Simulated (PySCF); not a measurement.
A PySCF script (with the pyscf-properties extension) for the NMR shieldings of `C[N+]1(C)[C@H](OC)C[CH2][AlH2-]1`, C6H16AlNO, on a PBE0-D3(BJ)/def2-SVP geometry:

```python
import basis_set_exchange as bse
import numpy as np
from pyscf import gto, scf
from pyscf.prop import nmr

atoms = """
C     2.688366    0.006685    0.638856
O     1.350297   -0.392490    0.678079
C     0.593171   -0.096300   -0.452657
C     0.443515    1.407646   -0.668867
C    -0.252252    2.045661    0.537417
Al   -1.563976    0.676176    1.188247
N    -0.740896   -0.692661   -0.185623
C    -0.648542   -2.058530    0.348380
C    -1.557371   -0.700506   -1.405368
H     2.804439    1.101913    0.717189
H     3.189681   -0.334849   -0.287209
H     3.188252   -0.457051    1.499640
H     1.038732   -0.597342   -1.344246
H    -0.128297    1.573068   -1.595450
H     1.444701    1.822142   -0.884457
H    -0.684882    3.019940    0.262063
H     0.483878    2.243216    1.335265
H    -1.354400    0.006451    2.631199
H    -3.083323    0.756764    0.654631
H    -0.059850   -2.057752    1.269772
H    -1.663567   -2.415180    0.569400
H    -0.180739   -2.736821   -0.387440
H    -1.742015    0.320044   -1.759645
H    -2.531521   -1.150533   -1.178094
H    -1.063219   -1.282320   -2.204009
"""
names = dict.fromkeys(["C", "O", "Al", "N", "H"], "pcSseg-1")
basis = {el: gto.basis.parse(bse.get_basis(n, elements=[el], fmt="nwchem")) for el, n in names.items()}
mol = gto.M(atom=atoms, basis=basis, charge=0, verbose=0)
mf = scf.RHF(mol)
mf.conv_tol = 1e-9
mf.kernel()

calc = nmr.RHF(mf)   # GIAO
C = mf.mo_coeff
Co = C[:, mf.mo_occ > 0]
resp = mf.gen_response(singlet=True, hermi=2)
def vind(x):   # induced exchange potential for any number of trial vectors
    d = np.einsum("pi,xij,qj->xpq", C, 2 * x.reshape(-1, C.shape[1], Co.shape[1]), Co, optimize=True)
    return np.einsum("xpq,pi,qj->xij", resp(d - d.transpose(0, 2, 1)), C, Co, optimize=True).ravel()
mo1, _ = nmr.rhf.solve_mo1(calc, with_cphf=vind)
sigma = calc.kernel(mo1)
for i, s in enumerate(sigma):   # ppm
    print("%2d %-2s %9.2f" % (i, mol.atom_pure_symbol(i), np.trace(s) / 3))
```

Question: What are the results?

Answer: 
```
 0 C     141.90
 1 O     323.46
 2 C     102.70
 3 C     168.00
 4 C     195.12
 5 Al    438.11
 6 N     225.43
 7 C     151.98
 8 C     149.60
 9 H      28.47
10 H      29.13
11 H      28.15
12 H      28.93
13 H      30.50
14 H      29.77
15 H      31.95
16 H      31.80
17 H      28.00
18 H      28.04
19 H      28.23
20 H      29.51
21 H      30.06
22 H      29.19
23 H      29.33
24 H      30.15
```

These numbers come from an equivalent density-fitted implementation of the same equations, which agrees with the script to about 0.01 ppm for H and up to a few tenths of a ppm for heavy atoms, so last digits may differ.

Question: Turn these shieldings into chemical shifts. Referencing at the same level of theory: 13C (190.85 ppm) and 1H (31.69 ppm) vs TMS; H2O for 17O (333.31 ppm); 27Al (516.24 ppm) against AlH4-; 15N (265.72 ppm) vs NH3.

Answer: Averaging equivalent atoms: C 2: 88.1; C 0: 48.9; C 8: 41.3; C 7: 38.9; C 3: 22.8; C 4: -4.3; O 1: 9.9; Al 5: 78.1; N 6: 40.3; H 17: 3.69; H 18: 3.65; H 9/10/11: 3.10; H 12: 2.76; H 19/20/21: 2.42; H 22/23/24: 2.13; H 14: 1.92; H 13: 1.19; H 16: -0.12; H 15: -0.26 ppm. Experimental scales use liquid or dissolved standards, which lie at an offset from isolated NH3 (liquid NH3: subtract about 20 ppm) and H2O (liquid H2O: subtract about 36 ppm).

Size and cost of the density-fitted run: 240 basis functions, 47 s wall time on 1 thread of an Arm Neoverse N1, shared host; peak memory 1.3 GiB.
